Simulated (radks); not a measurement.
Species: K9+. Configuration: [Ne]. Method: non-relativistic Kohn-Sham, LB94 model potential, spin-polarised, spherical densities, point nucleus; computed with a radial shooting solver on a logarithmic mesh with Libxc functionals.

Local quantities along the radius. ELF = 1/(1 + alpha^2) is the electron localisation function; alpha = (tau - tau_W)/tau_unif compares the Pauli kinetic energy density with that of the uniform gas (summed over spins).

r (bohr)	ELF	alpha
0.003309	1.000	0.01182
0.00414	1.000	0.01233
0.005221	1.000	0.01303
0.006531	1.000	0.01393
0.008171	1.000	0.01516
0.01022	1.000	0.01684
0.01289	1.000	0.01932
0.01613	0.999	0.02284
0.02018	0.999	0.02817
0.02525	0.999	0.03665
0.03158	0.997	0.05093
0.03983	0.994	0.07801
0.04983	0.983	0.1299
0.06234	0.945	0.2402
0.07799	0.809	0.4865
0.09836	0.493	1.014
0.1231	0.270	1.644
0.154	0.277	1.617
0.1926	0.491	1.018
0.241	0.736	0.5994
0.3039	0.849	0.4218
0.3802	0.874	0.3789
0.4756	0.848	0.4241
0.595	0.735	0.6002
0.7504	0.432	1.146
0.9388	0.101	2.990
1.175	0.007	11.64
1.469	0.000	73.75

On this mesh the ELF has minima near r = 0.14 bohr, which separate the shells, and maxima near 0.38 (0.87).
